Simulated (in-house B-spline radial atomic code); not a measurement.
The numbers below are computed, except where a source is named.
Correlation energy from the adiabatic connection: ω²r²/2, ω = 4.9

Two electrons in a singlet, external potential ω²r²/2, ω = 4.9 (atomic units). Full CI in B-splines (partial waves to l = 8, correlation up to 0.6 % small) with the density held fixed gives W(λ) = <V_ee>_λ − U, and E_c is the integral of W(λ) − W(0) from 0 to 1.

| λ | W(λ) − W(0) (hartree) |
| --- | --- |
| 0 | 0.00000 |
| 0.02 | -0.00199 |
| 0.05 | -0.00495 |
| 0.12 | -0.01177 |
| 0.25 | -0.02408 |
| 0.4 | -0.03776 |
| 0.6 | -0.05515 |
| 0.8 | -0.07164 |
| 1 | -0.08728 |

**Question.** Integrate the table by the trapezoid rule.

**Answer.** The strips give -0.00002, -0.00010, -0.00059, -0.00233, -0.00464, -0.00929, -0.01268, -0.01589, which sum to -0.04554 hartree. The direct value, W(1) − W(0) + T_c with T_c = 0.04169, is -0.04560; the curve is convex, so chords lie above it and the trapezoids fall short in size by 0.13 %.

**Question.** Now use only three numbers: W(0) = -1.7122, the initial slope W'(0) = -0.0997 (extrapolated from the first points) and the strong-coupling limit of the point-charge-plus-continuum model, W∞ = -2.3407. What do second-order theory and the interpolation W(λ) = W∞ + (W(0) − W∞)/√(1 + 2χλ) of Seidl, Perdew and Levy give?

**Answer.** Second order keeps the slope alone: E_c = W'(0)/2 = -0.04985, +9 % in size against -0.04560. Matching the slope fixes χ = W'(0)/(W∞ − W(0)) = -0.0997/(-0.62850) = 0.15863. Integrating, with s = √(1 + 2χ) = 1.147721, E_c = −(W(0) − W∞)(s − 1)/(s + 1) = −0.62850 × 0.147721/2.147721 = -0.04323 hartree, -5.2 % in size against the full result. At λ = 1 the formula gives W − W(0) = -0.08089 against -0.08728. Part of the miss can come from the model's W∞.
